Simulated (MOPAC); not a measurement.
MOPAC input (PM3):

```
PM3 1SCF UHF MS=0.5 GEO-OK AUX(PRECISION=9) THREADS=1
C2HO

C     1.46871900 1   -0.10220400 1   -0.17749300 1
C     0.20127400 1   -0.01291600 1   -0.01782900 1
O    -1.06597100 1    0.15715700 1    0.07537200 1
H    -1.49218500 1   -0.56653100 1    0.56895600 1
```

From the output:

```
                                                       MOPAC v23.2.5 Linux

          FINAL HEAT OF FORMATION =         98.33379 KCAL/MOL =     411.42858 KJ/MOL

          COSMO AREA              =         77.33 SQUARE ANGSTROMS
          COSMO VOLUME            =         59.02 CUBIC ANGSTROMS

          IONIZATION POTENTIAL    =         10.310957 EV
          ALPHA SOMO LUMO (EV)    =        -10.644  0.758
          BETA  SOMO LUMO (EV)    =        -10.311 -2.225
          NO. OF ALPHA ELECTRONS  =          8
          NO. OF BETA  ELECTRONS  =          7
          MOLECULAR WEIGHT        =         41.0293         POINT GROUP:  Cs

          MOLECULAR DIMENSIONS (Angstroms)

            Atom       Atom       Distance
            H     4    C     1     3.08865
            O     3    C     1     0.73733
            C     2    O     3     0.00809

          SCF CALCULATIONS        =          1

   ATOM   CHEMICAL          X               Y               Z
  NUMBER   SYMBOL      (ANGSTROMS)     (ANGSTROMS)     (ANGSTROMS)

     1       C          1.46871900  *  -0.10220400  *  -0.17749300  *
     2       C          0.20127400  *  -0.01291600  *  -0.01782900  *
     3       O         -1.06597100  *   0.15715700  *   0.07537200  *
     4       H         -1.49218500  *  -0.56653100  *   0.56895600  *

                             CARTESIAN COORDINATES

   1    C        1.468719000    -0.102204000    -0.177493000
   2    C        0.201274000    -0.012916000    -0.017829000
   3    O       -1.065971000     0.157157000     0.075372000
   4    H       -1.492185000    -0.566531000     0.568956000

           Empirical Formula: C2 H O  =     4 atoms

      MOLECULAR POINT GROUP   :   Cs

          ALPHA EIGENVALUES
 -39.79320 -28.82993 -21.52872 -17.84333 -16.53758 -11.67423 -10.70126 -10.64368
   0.75799   0.94819   1.51304   3.38740   6.04932

           BETA EIGENVALUES
 -39.63491 -27.80059 -21.33795 -17.67133 -15.16439 -11.08331 -10.31096  -2.22477
   1.20369   1.90481   2.37198   3.58246   6.31036

              NET ATOMIC CHARGES AND DIPOLE CONTRIBUTIONS

  ATOM NO.   TYPE          CHARGE      No. of ELECS.   s-Pop       p-Pop
    1          C           0.116577        3.8834     1.81119     2.07223
    2          C          -0.332150        4.3322     1.31030     3.02185
    3          O           0.019482        5.9805     1.75959     4.22093
    4          H           0.196091        0.8039     0.80391
 DIPOLE           X         Y         Z       TOTAL
 POINT-CHG.    -1.004    -0.556     0.472     1.241
 HYBRID        -1.967    -0.310     0.518     2.057
 SUM           -2.970    -0.865     0.990     3.249

          ATOMIC ORBITAL ELECTRON POPULATIONS

     Atom    s        px        py        pz
    1  C   1.81119   0.88310   0.66095   0.52817
    2  C   1.31030   0.90996   1.15850   0.95338
    3  O   1.75959   1.15348   1.45975   1.60770
    4  H   0.80391

                    (SZ)    =    0.500000
                    (S**2)  =    0.753457

          ATOMIC ORBITAL SPIN POPULATIONS

    Atom   Total    s     px     py     pz
         Atomic
    1  C  0.4240  0.005  0.002  0.115  0.302
    2  C  0.3701  0.012  0.009  0.085  0.264
    3  O  0.2173  0.001 -0.007  0.061  0.163
    4  H -0.0114 -0.011

 **********************
 *                    *
 * JOB ENDED NORMALLY *
 *                    *
 **********************

 == MOPAC DONE ==
```

The geometry given is a B3LYP-D3(BJ)/def2-TZVP minimum.
